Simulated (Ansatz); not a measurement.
Correlation energies of C2H8BNSi (`C=NBC[SiH3]`) by basis set

```
atom   x (Å)   y (Å)   z (Å)
  C1  -0.641  -2.611   0.404
  N2  -0.783  -1.379   0.429
  B3  -0.930  -0.027   0.463
  C4  -0.371   0.896  -0.677
 Si5   1.304   1.591  -0.195
  H6  -1.400  -3.267  -0.035
  H7   0.249  -3.095   0.820
  H8  -1.475   0.427   1.431
  H9  -1.036   1.750  -0.839
 H10  -0.249   0.366  -1.626
 H11   2.297   0.492  -0.045
 H12   1.810   2.535  -1.229
 H13   1.223   2.321   1.099
```

Charge 0, multiplicity 1. The structure was optimised at the PBE0-D4/def2-TZVP level. It is one conformer, not always the lowest. Frozen core, restricted reference, Ansatz 0.2.0. CBS rows extrapolate triple and quadruple zeta; past MP2 they add the triple-zeta difference.

```csv
basis,HF (Eh),MP2 corr.
def2-SVP,-448.26057,-0.62352
def2-TZVPP,-448.53927,-0.76393
def2-QZVPP,-448.55572,-0.81435
```

Question: Estimate the CCSD correlation energy and the (T) correction in each basis where they were run (hartree).

Answer: 
| basis | CCSD corr. | (T) |
| --- | --- | --- |
| def2-SVP | -0.68671 | -0.02301 |
| def2-TZVPP | -0.81816 | -0.03471 |
| CBS(def2) | -0.90592 | as TZ |
